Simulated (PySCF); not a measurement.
CSe2 (singlet). All numbers come from PBE in PySCF with C def2-TZVP, Se def2-TZVP; no relativity; density-fitted integrals.

Harmonic bands of its minimum:

```tsv
ω (cm⁻¹)	IR (km/mol, summed over degenerate members)	degeneracy
311	15.8	2
371	0.0	1
1315	400	1
```

Question: The central atom is C. Infer the point group and assign the bands.

Answer: D∞h. The modes span πu + σg+ + σu+: 311 πu, 371 σg+, 1315 σu+. The computed geometry has C–Se 1.705 Å (×2); Se–C–Se 180.0°.
